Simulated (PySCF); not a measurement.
## `[BH3-][P+](F)(F)F`: ΔSCF against reference XPS values

What was measured (core binding energies): B 1s of B1 194.69 eV [1]; F 1s of F3/F4/F5 694.30 eV [1]. Sources and the comparison follow the method.

Species: BF3H3P.
SMILES with atom numbers: `[BH3-:1][P+:2]([F:3])([F:4])[F:5]`

Cartesian coordinates in Å at the PBE0-D3(BJ)/def2-SVP level; atoms count from 1:
```xyz
8
BF3H3P angstrom
B      1.0973   -0.0331    0.0716
P     -0.7321    0.0151   -0.0602
F     -1.4198   -0.8672   -1.1628
F     -1.4070    1.3993   -0.3668
F     -1.5730   -0.4244    1.1909
H      1.3224   -1.2039    0.3116
H      1.3135    0.7374    0.9888
H      1.4524    0.3573   -1.0252
```

Computed, not measured: PySCF, delta-SCF UKS SCAN, pcX-2 on the ionised atom, pcseg-1 elsewhere, spin-free X2C. Binding energies are ΔSCF values: E(core-ionised, relaxed orbitals) − E(ground state) at a fixed geometry, referred to the vacuum level.

```
    atom                environment  level  this calculation (eV)  reference (eV)  difference (eV)  source
      B1      four-coordinate boron   B 1s                 194.95          194.69            +0.26     [1]
F3/F4/F5  phosphorus-bound fluorine   F 1s                 694.75          694.30            +0.45     [1]
```

[1] measured, gas; Beach, A photoelectron spectroscopic study of bonding in inorganic and organometallic compounds, PhD thesis, LBL 1985

How far is it from the measured entries?

Over the 2 different measured values (2 distinct lines) the mean signed difference is +0.36 eV, the mean unsigned one 0.36 eV and the largest 0.45 eV. The calculation is vertical and has no vibrational structure, and measured positions depend on the energy calibration.

What does the calculation give for the levels without a reference value here?

P2 P 1s 2156.62 eV.

The first atom of each set that the bonding makes equivalent was ionised and stands for the set. Not every level is listed. Isolated species at its PBE0-D3(BJ)/def2-SVP geometry, gas phase.
